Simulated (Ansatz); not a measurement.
**Question.** Name a neutral molecule of Al, C, O and H with HOMO–LUMO gap (PBE0/def2-TZVPP) between 5.85 and 6.15 eV and HOMO energy (PBE/def2-TZVPP) between -6.10 and -5.80 eV (Ansatz, PBE0-D4/def2-TZVP geometry).

**Answer.** `C[CH]([AlH2])CO` (6.03 eV, -6.09 eV); `CO[CH2][AlH2]` (6.09 eV, -5.87 eV); `CC[CH](O)[AlH2]` (5.95 eV, -6.04 eV). Other molecules can fit too; these were computed, each in one conformer that needn't be the lowest.
